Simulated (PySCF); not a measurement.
# Interval between two levels of Sn+ by level of theory

Sn+ [Kr] 4d10 5s2 5p1 [2P3/2, M_J = 3/2] → Sn+ [Kr] 4d10 5s2 5d1 [2D5/2, M_J = 5/2], as a difference of total energies. Computed with PySCF 2.14 in x2c-TZVPall-2c with one added diffuse shell each of s, p, d, f type (9s10p6d3f, 90 functions), with the two-component X2C-1e Hamiltonian. Correlated levels: [Ar] 3d10 frozen; the 6 highest virtual spinors dropped. "Screened" scales the spin-orbit matrix elements by Boettger's factors to mimic the two-electron term; Breit and QED terms are absent.

```tsv
method	interval between two levels (cm⁻¹)	error (cm⁻¹)
GHF (spin-free)	61723	-6074
GMP2 (spin-free)	61892	-5905
GHF (screened spin-orbit)	60482	-7315
GMP2 (screened spin-orbit)	60658	-7139
```

Reference: 67797 cm⁻¹ (measured; NIST Handbook of Basic Atomic Spectroscopic Data (Sansonetti and Martin, J. Phys. Chem. Ref. Data 34, 1559 (2005))).

The spin-free rows lack the spin-orbit shift.

Errors of the correlated levels include the incompleteness of this basis and the frozen core.
